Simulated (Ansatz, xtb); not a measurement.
## F2H3OSi2: 3 structures ranked

3 gas-phase structures of F2H3OSi2, found in a search over its isomers (lower ones may exist). Each was relaxed with GFN2-xTB; where two conformers were screened, the lower at r2SCAN-D4/def2-SVP is listed:

A. `F[SiH](F)O[SiH2]`, a doublet
B. `F[SiH]O[SiH2]F`, a doublet
C. `F[Si](F)O[SiH3]`, a doublet

Q: Estimate their order in r2SCAN-D4/def2-SVP energy at these geometries, lowest first.

A: Calculated order at r2SCAN-D4/def2-SVP: A (0.0), B (5.8), C (7.3) kcal/mol.

Energies above the lowest of each column, in kcal/mol; the last columns are at PBE-D3(BJ)/def2-SVP geometries:

| structure | GFN2-xTB | HF/STO-3G | r2SCAN-D4/def2-SVP | PBE-D3(BJ)/def2-SVP |
| --- | --- | --- | --- | --- |
| A | 0.0 | 2.0 | 0.0 | 0.0 |
| B | 0.1 | 3.5 | 5.8 | 3.4 |
| C | 12.1 | 0.0 | 7.3 | 5.1 |

PBE-D3(BJ)/def2-SVP puts A lowest; HF/STO-3G picks C. Flexible structures stand in one conformer each, not always the lowest. Frequencies (PBE-D3(BJ)/def2-SVP) were run for B alone. Open shells are spin-unrestricted.

Programs: Ansatz 0.2.0, xtb 6.7.1.
